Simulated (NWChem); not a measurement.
All runs are NWChem calculations. System: selenium dioxide (O2Se), charge 0, spin multiplicity 1, at a geometry optimised with PBE0/def2-SVP. Level: MP2/6-31G* (spherical d), 11 core orbitals frozen.

Job file:

```
start mol
memory heap 200 mb stack 900 mb global 1100 mb
geometry units angstroms nocenter noautoz
  O      1.352331     0.000000    -0.585188
  Se     0.000000     0.000000     0.275383
  O     -1.352331     0.000000    -0.585188
  symmetry group C2v
end
basis spherical
  * library 6-31g*
end
scf
  rhf
  nopen 0
  maxiter 100
  thresh 1e-7
  semidirect memsize 60000000 filesize 0
end
mp2
  freeze core 11
end
task mp2 energy
```

Part of the output:

```
             Northwest Computational Chemistry Package (NWChem) 7.3.0
             --------------------------------------------------------

                                NWChem Input Module
                                -------------------

 Scaling coordinates for geometry "geometry" by  1.889725989
 (inverse scale =  0.529177249)

 Turning off AUTOSYM since
 SYMMETRY directive was detected!

                             Geometry "geometry" -> ""
                             -------------------------

 Output coordinates in angstroms (scale by  1.889725989 to convert to a.u.)

  No.       Tag          Charge          X              Y              Z
 ---- ---------------- ---------- -------------- -------------- --------------
    1 O                    8.0000     1.35233100     0.00000000    -0.58518800
    2 Se                  34.0000     0.00000000     0.00000000     0.27538300
    3 O                    8.0000    -1.35233100     0.00000000    -0.58518800

 Effective nuclear repulsion energy (a.u.)     192.1133326348

            Nuclear Dipole moment (a.u.)
            ----------------------------
        X                 Y               Z
 ---------------- ---------------- ----------------
     0.0000000000     0.0000000000     0.0000264562

      Symmetry information
      --------------------

 Group name             C2v
 Group number             16
 Group order               4
 No. of unique centers     2

      Symmetry unique atoms

     1    2


 Summary of "ao basis" -> "" (spherical)
 ------------------------------------------------------------------------------
       Tag                 Description            Shells   Functions and Types
 ---------------- ------------------------------  ------  ---------------------
 *                           6-31g*                   on all atoms

 Summary of "ao basis" -> "ao basis" (spherical)
 ------------------------------------------------------------------------------
       Tag                 Description            Shells   Functions and Types
 ---------------- ------------------------------  ------  ---------------------
 O                           6-31g*                  6       14   3s2p1d
 Se                          6-31g*                 12       32   5s4p3d

                                 NWChem SCF Module
                                 -----------------

  ao basis        = "ao basis"
  functions       =    60
  atoms           =     3
  closed shells   =    25
  open shells     =     0
  charge          =   0.00
  wavefunction    = RHF
  use symmetry    = T
  symmetry adapt  = T

 Summary of "ao basis" -> "ao basis" (spherical)
 ------------------------------------------------------------------------------
       Tag                 Description            Shells   Functions and Types
 ---------------- ------------------------------  ------  ---------------------
 O                           6-31g*                  6       14   3s2p1d
 Se                          6-31g*                 12       32   5s4p3d

      Symmetry analysis of basis
      --------------------------

        a1         25
        a2          7
        b1         17
        b2         11

 Forming initial guess at       0.0s

      Superposition of Atomic Density Guess
      -------------------------------------

 Sum of atomic energies:       -2549.01404773

      Non-variational initial energy
      ------------------------------

 Total energy =   -2549.501337
 1-e energy   =   -3931.871719
 2-e energy   =    1190.257050
 HOMO         =      -0.345271
 LUMO         =      -0.135356

      Symmetry analysis of molecular orbitals - initial
      -------------------------------------------------

  Numbering of irreducible representations:

     1 a1          2 a2          3 b1          4 b2

  Orbital symmetries:

     1 a1          2 a1          3 b1          4 a1          5 b2
     6 b1          7 a1          8 a1          9 b1         10 a1
    11 b2         12 b1         13 a1         14 a2         15 a1
    16 b2         17 a1         18 b1         19 a1         20 b1
    21 a1         22 b2         23 a2         24 b1         25 a1
    26 b2         27 a1         28 b1         29 a1         30 b2
    31 a1         32 b1         33 b2         34 a1         35 a2

 Starting SCF solution at       0.3s

 ----------------------------------------------
         Quadratically convergent ROHF

 Convergence threshold     :          1.000E-07
 Maximum no. of iterations :          100
 Final Fock-matrix accuracy:          1.000E-09
 ----------------------------------------------

              iter       energy          gnorm     gmax       time
             ----- ------------------- --------- --------- --------
                 1    -2549.0001023826  1.52D+00  4.65D-01      0.3
                 2    -2549.1242361076  3.13D-01  8.35D-02      0.4
                 3    -2549.1324405490  1.14D-02  3.91D-03      0.4
                 4    -2549.1324633135  3.53D-05  1.42D-05      0.4
                 5    -2549.1324633137  3.07D-09  1.24D-09      0.4

       Final RHF  results
       ------------------

         Total SCF energy =  -2549.132463313680
      One-electron energy =  -3928.739853472110
      Two-electron energy =   1187.494057523590
 Nuclear repulsion energy =    192.113332634840

        Time for solution =      0.1s

       Symmetry analysis of molecular orbitals - final
       -----------------------------------------------

  Numbering of irreducible representations:

     1 a1          2 a2          3 b1          4 b2

  Orbital symmetries:

     1 a1          2 a1          3 b2          4 b1          5 a1
     6 b1          7 a1          8 a1          9 b2         10 b1
    11 a1         12 a1         13 a2         14 b1         15 b2
    16 a1         17 a1         18 b1         19 a1         20 b1
    21 a1         22 b2         23 b1         24 a2         25 a1
    26 b2         27 b1         28 a1         29 a1         30 b2
    31 a1         32 b1         33 b2         34 a1         35 a2

             Final eigenvalues
             -----------------

              1
    1 -461.0152
    2  -60.8452
    3  -54.4504
    4  -54.4486
    5  -54.4483
    6  -20.6124
    7  -20.6124
    8   -9.0983
    9   -6.8312
   10   -6.8282
   11   -6.8242
   12   -2.8016
   13   -2.7995
   14   -2.7955
   15   -2.7936
   16   -2.7906
   17   -1.4020
   18   -1.3225
   19   -0.8573
   20   -0.6346
   21   -0.6268
   22   -0.5940
   23   -0.5038
   24   -0.4699
   25   -0.4698
   26   -0.0202
   27    0.1565
   28    0.1687
   29    0.2840
   30    0.3489
   31    0.4353
   32    0.4810
   33    0.7003
   34    0.7294
   35    0.7502

                       ROHF Final Molecular Orbital Analysis
                       -------------------------------------

 Vector   23  Occ=2.000000D+00  E=-5.037584D-01  Symmetry=b1
              MO Center=  5.5D-16,  5.4D-17, -5.1D-01, r^2= 2.5D+00
   Bfn.  Coefficient  Atom+Function         Bfn.  Coefficient  Atom+Function
  ----- ------------  ---------------      ----- ------------  ---------------
     3      0.360618  1 O  px                49      0.360618  3 O  px
     5      0.276646  1 O  pz                51     -0.276646  3 O  pz
     7      0.258686  1 O  px                53      0.258686  3 O  px
     9      0.222023  1 O  pz                55     -0.222023  3 O  pz

 Vector   24  Occ=2.000000D+00  E=-4.699483D-01  Symmetry=a2
              MO Center=  9.4D-15, -2.4D-16, -5.3D-01, r^2= 2.4D+00
   Bfn.  Coefficient  Atom+Function         Bfn.  Coefficient  Atom+Function
  ----- ------------  ---------------      ----- ------------  ---------------
     4      0.424205  1 O  py                50     -0.424205  3 O  py
     8      0.355428  1 O  py                54     -0.355428  3 O  py

 Vector   25  Occ=2.000000D+00  E=-4.698020D-01  Symmetry=a1
              MO Center= -3.0D-16, -1.4D-14, -1.3D-01, r^2= 2.5D+00
   Bfn.  Coefficient  Atom+Function         Bfn.  Coefficient  Atom+Function
  ----- ------------  ---------------      ----- ------------  ---------------
    27     -0.407668  2 Se pz                 5      0.384286  1 O  pz
    51      0.384286  3 O  pz                 9      0.299479  1 O  pz
    28     -0.298922  2 Se s                 55      0.299479  3 O  pz
    24      0.232143  2 Se s                 23      0.170296  2 Se pz

 Vector   26  Occ=0.000000D+00  E=-2.016775D-02  Symmetry=b2
              MO Center= -1.6D-17,  8.0D-15,  7.4D-02, r^2= 2.4D+00
   Bfn.  Coefficient  Atom+Function         Bfn.  Coefficient  Atom+Function
  ----- ------------  ---------------      ----- ------------  ---------------
    26      0.617364  2 Se py                30      0.432981  2 Se py
     8     -0.339886  1 O  py                54     -0.339886  3 O  py
     4     -0.305196  1 O  py                50     -0.305196  3 O  py
    22     -0.249391  2 Se py

 Vector   27  Occ=0.000000D+00  E= 1.565174D-01  Symmetry=b1
              MO Center=  2.4D-14,  6.9D-16,  5.6D-01, r^2= 3.5D+00
   Bfn.  Coefficient  Atom+Function         Bfn.  Coefficient  Atom+Function
  ----- ------------  ---------------      ----- ------------  ---------------
    29      1.207843  2 Se px                 6     -0.602172  1 O  s
    52      0.602172  3 O  s                 25      0.361724  2 Se px
     9     -0.272764  1 O  pz                55      0.272764  3 O  pz
     5     -0.191391  1 O  pz                51      0.191391  3 O  pz

 Vector   28  Occ=0.000000D+00  E= 1.686987D-01  Symmetry=a1
              MO Center= -3.6D-15, -1.1D-14, -1.9D-01, r^2= 3.2D+00
   Bfn.  Coefficient  Atom+Function         Bfn.  Coefficient  Atom+Function
  ----- ------------  ---------------      ----- ------------  ---------------
    31      0.978801  2 Se pz                28     -0.795792  2 Se s
     6      0.567276  1 O  s                 52      0.567276  3 O  s
     7     -0.377812  1 O  px                53      0.377812  3 O  px
    27      0.307922  2 Se pz                 3     -0.243935  1 O  px
    49      0.243935  3 O  px                24      0.238817  2 Se s

 center of mass
 --------------
 x =   0.00000000 y =   0.00000000 z =   0.05133237

 moments of inertia (a.u.)
 ------------------
          60.200106494952           0.000000000000           0.000000000000
           0.000000000000         269.117921589723           0.000000000000
           0.000000000000           0.000000000000         208.917815094772

  Mulliken analysis of the total density
  --------------------------------------

    Atom       Charge   Shell Charges
 -----------   ------   -------------------------------------------------------
    1 O    8     8.61   2.00  0.94  2.74  0.98  1.92  0.03
    2 Se  34    32.79   2.00  2.00  6.00  2.00  5.99  1.51  2.37  0.27  0.27  6.97  2.93  0.47
    3 O    8     8.61   2.00  0.94  2.74  0.98  1.92  0.03

       Multipole analysis of the density wrt the origin
       ------------------------------------------------

     L   x y z        total         open         nuclear
     -   - - -        -----         ----         -------
     0   0 0 0     -0.000000      0.000000     50.000000

     1   1 0 0     -0.000000      0.000000      0.000000
     1   0 1 0     -0.000000      0.000000      0.000000
     1   0 0 1      1.321333      0.000000      0.000026

     2   2 0 0    -25.957571      0.000000    104.492149
     2   1 1 0      0.000000      0.000000      0.000000
     2   1 0 1     -0.000000      0.000000      0.000000
     2   0 2 0    -18.725395      0.000000      0.000000
     2   0 1 1      0.000000      0.000000      0.000000
     2   0 0 2    -21.176417      0.000000     28.773983

                   NWChem MP2 Semi-direct Energy/Gradient Module
                   ---------------------------------------------

  Basis functions       =     60
  Molecular orbitals    =     60
  Frozen core           =     11
  Frozen virtuals       =      0
  Active alpha occupied =     14
  Active beta occupied  =     14
  Active alpha virtual  =     35
  Active beta virtual   =     35
  Use MO symmetry       = T
  Use skeleton AO sym   = T

  AO/Fock/Back tols     =   1.0D-09  1.0D-09  1.0D-09

 GA uses MA = F    GA memory limited = T

 Available:
  local mem=  1.26D+08
 global mem=  1.44D+08
 local disk=  0.00D+00
  mp2_memr nvloc                    35
  nvloc new                    35
   1 passes of  14:        3145728                      19839                   3016691.
   1 passes of  14: M    126153289           G      144172000           F     123007561.

 Semi-direct pass number   1 of   1  for RHF alpha+beta  at        0.5s
  vrange nnbf                  1807
  mp2_eaftype                    11  avail_ma_in_mb                  1099
 EAF : mp2_eaftype filesize          11    1508345.
  mp2_eaf for mointskh                     11
Node 0 wrote      7.1 Mb in      0.0 s     Agg I/O rate:  4119.9 Mb/s
 Done moints_semi at        1.5s
  mp2_eaftype                    11  avail_ma_in_mb                  1088
 EAF : mp2_eaftype filesize          11    1508345.
  mp2_eaf for kh                    11
 Done maket at        1.5s
 Done multipass loop at        1.5s

          -------------------------------------------
          SCF energy               -2549.132463313680
          Correlation energy          -0.666402506960
          Singlet pairs               -0.363174519697
          Triplet pairs               -0.303227987263
          Total MP2 energy         -2549.798865820640
          -------------------------------------------

          ---------------------------------------------------
                    Spin Component Scaled (SCS) MP2
          Same spin pairs                     -0.202151991509
          Same spin scaling factor             0.333333333333
          Opposite spin pairs                 -0.464250515452
          Opposite spin scaling fact.          1.200000000000
          SCS-MP2 correlation energy          -0.624484615712
          Total SCS-MP2 energy             -2549.756947929391
          ---------------------------------------------------

 -----------------------
 Performance information
 -----------------------

 Timer overhead =  1.47D-07 seconds/call

               Nr. of calls         CPU time (s)                 Wall time (s)                GFlops
             ---------------    -------------------     ------------------------------   -------------------
Name         Min   Avg   Max    Min     Avg     Max     Min     Avg     Max   Mx/calls   Min     Max     Sum
mp2: moin     1     1     1    1.1     1.1     1.1      1.1     1.1     1.1     1.1      0.0     0.0     0.0
mp2: make     1     1     1   2.62E-2 2.62E-2 2.62E-2  2.62E-2 2.62E-2 2.62E-2 2.62E-2   0.0     0.0     0.0
mp2: tota     1     1     1    1.1     1.1     1.1      1.1     1.1     1.1     1.1      0.0     0.0     0.0

 The average no. of pstat calls per process was 3.00D+00
 with a timing overhead of 4.40D-07s

 Task  times  cpu:        1.5s     wall:        1.5s

 Total times  cpu:        1.5s     wall:        1.5s
```
